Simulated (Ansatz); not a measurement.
Calculated with Ansatz (gas phase, PBE0-D4/def2-TZVP geometries, no zero-point term in ΔE). CCSD(T)/CBS is the MP2 limit (def2-TZVPP, def2-QZVPP) plus CCSD(T) − MP2 in def2-TZVPP, frozen cores. This one scheme is used for every species. DFT in def2-TZVPP. Elements past krypton have def2 core potentials. For Se, Sn outer-core shells are correlated without core-valence functions, which leaves a few kJ/mol of doubt a bond. Scalar relativity is left out up to krypton. Each species was taken in one conformer, which may not be the lowest.

Consider the formal exchange of groups at the Se–Al bond: `[AlH2][SeH]` + `[Cl][SnH3]` → `[Cl][SnH2][SeH]` + `[AlH3]`.

`[AlH2][SeH]`:

Z-matrix (Å, degrees):
```
Al
Se 1 2.314
H 1 1.579 2 116.3
H 1 1.580 2 119.2 3 180.0
H 2 1.469 1 92.2 3 179.9
```

`[Cl][SnH3]`:

Cartesian coordinates in Å:
```
Cl -0.295 1.500 1.511
Sn 0.025 -0.129 -0.130
H 1.368 -1.044 0.371
H 0.310 0.713 -1.579
H -1.409 -1.041 -0.173
```

`[Cl][SnH2][SeH]`:

```xyz
6

Cl    0.229   -0.462    2.350
Sn   -0.534    0.158    0.233
Se    0.812   -1.034   -1.523
H    -2.140   -0.385    0.121
H    -0.311    1.841    0.152
H     1.944   -0.117   -1.333
```

`[AlH3]`:

Cartesian coordinates in Å:
```
Al 0.000 0.000 0.000
H -0.987 -0.868 -0.887
H 0.632 1.330 -0.588
H 0.356 -0.463 1.475
```

```csv
level,ΔE (kJ/mol)
LDA (SPW92),57.9
BLYP-D4,43.6
r2SCAN0-D4,54.8
r2SCAN,54.8
BHLYP,52.0
SCS-MP2/def2-TZVPP,51.0
MP2/def2-QZVPP,46.9
HF/CBS(def2),50.0
```

What does CCSD(T)/CBS give? (Best estimate.)

Computed: +47.4 kJ/mol. The listed levels differ from it by 10.5, -3.8, 7.4, 7.4, 4.6, 3.6, -0.5, 2.6 kJ/mol.

Largest T1 diagnostic among the species: 0.012.

Leaving LDA and LC-ωPBE aside and taking each functional with its dispersion term where it has one, the values spread over 11.2 kJ/mol, from BLYP-D4 to r2SCAN0-D4. LDA lies +5.3 kJ/mol from PBE without D4. The D4 term adds −4.1 kJ/mol with B3LYP and −2.4 kJ/mol with PBE0; it sums over pairs of atoms, weighted by their polarisabilities, and B3LYP, whose exchange is more repulsive, gets the larger term.

B3LYP here is the variant with VWN-RPA as its local correlation; programs differ in this.
